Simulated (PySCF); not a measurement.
Species: C5H9NOSi.
Geometry (GFN2-xTB, Å), atoms numbered from 1 in this order:
```
atom  x, y, z in Å
N1    -3.0434    0.3937    0.3408
C2    -2.1607   -0.7635    0.4423
C3    -0.7298   -0.4653    0.1084
C4    -0.1736   -0.3514   -1.1348
O5     1.1199   -0.0114   -1.0542
C6     1.4338    0.1082    0.2599
Si7    3.1918    0.5827    0.6957
C8     0.3201   -0.1584    1.0098
H9    -2.7176    1.1330    0.9555
H10   -3.0295    0.7576   -0.6068
H11   -2.5482   -1.5309   -0.2338
H12   -2.2259   -1.1382    1.4670
H13   -0.5878   -0.4973   -2.1137
H14    3.6014   -0.2111    1.8553
H15    3.2501    2.0079    1.0352
H16    4.0304    0.3024   -0.4670
H17    0.2622   -0.1459    2.0799
```

Computed, not measured: TDDFT CAM-B3LYP/def2-SVPD, vertical, gas phase, core orbitals frozen in the response in PySCF 2.14.0, density-fitted response routines. GFN2-xTB frequencies show an imaginary mode (40i cm⁻¹), so this geometry is no minimum at that level.

Computed states:

```tsv
state	E (eV)	f
S1	5.72	0.236
S2	6.18	0.048
S3	6.42	0.066
S4	6.52	0.0067
S5	6.80	0.033
S6	6.89	0.0087
S7	6.99	0.017
S8	7.19	0.0030
```

Broadening: Gaussians 0.4 eV wide at half height, area fixed by f = 4.319×10⁻⁹ ∫ε dν̃. The width is an assumption, not a result. The curve ends short of the highest state used, and states not computed would add to its high-energy end.

Q: Give the broadened spectrum and its maxima.

A: 
λ (nm), ε (L mol⁻¹ cm⁻¹) and a bar:
```
    188.3       4581 #########
    189.8       5158 ##########
    191.3       5743 ###########
    192.9       6225 ############
    194.4       6450 ############
    195.9       6432 ############
    197.5       6181 ############
    199.0       5807 ###########
    200.5       5402 ##########
    202.1       5078 ##########
    203.6       5034 #########
    205.1       5389 ##########
    206.7       6326 ############
    208.2       7746 ###############
    209.7       9584 ##################
    211.3      11755 ######################
    212.8      13665 ##########################
    214.3      15135 ############################
    215.9      15940 ##############################
    217.4      15849 ##############################
    218.9      14965 ############################
    220.5      13318 #########################
    222.0      11355 #####################
    223.5       9240 #################
    225.1       7059 #############
    226.6       5246 ##########
    228.1       3741 #######
    229.7       2497 #####
    231.2       1644 ###
    232.7       1044 ##
    234.3        619 #
    235.8        366 #
    237.3        210 
    238.9        112 
    240.4         60 
    241.9         32
```

Maxima: 216 nm (5.73 eV), ε about 16000, made up of S1 (99%); 195 nm (6.36 eV), ε about 6500, made up of S2 (29%) and S3 (65%) (ε in L mol⁻¹ cm⁻¹; maxima over ε = 5, shares over 10%).

Q: What would ε be at 5.73 eV, the highest of these maxima, with half the width (0.2 eV)?

A: About 31800 L mol⁻¹ cm⁻¹ against 16000, a factor of about 1.99; a lone state at its own centre would give exactly 2.

Q: Coming from long wavelengths, where does ε first pass 100 L mol⁻¹ cm⁻¹?

A: At about 239 nm (5.18 eV), 0.54 eV below S1.

Q: On this curve, what absorbance would a 10⁻⁴ mol/L sample give at 193 nm over a 1 cm path?

A: 193 nm is 6.424 eV, where ε is about 6200 L mol⁻¹ cm⁻¹, so A = ε c l ≈ 0.62 (Beer–Lambert, with the gas-phase spectrum and the assumed width).

The run took 83 s wall (grids of density and orbitals included) on Arm Neoverse V1, one thread, shared host with 64 logical CPUs at a one-minute load of 59, and the process peaked at 1.0 GiB of memory.

One conformer stands for the species.
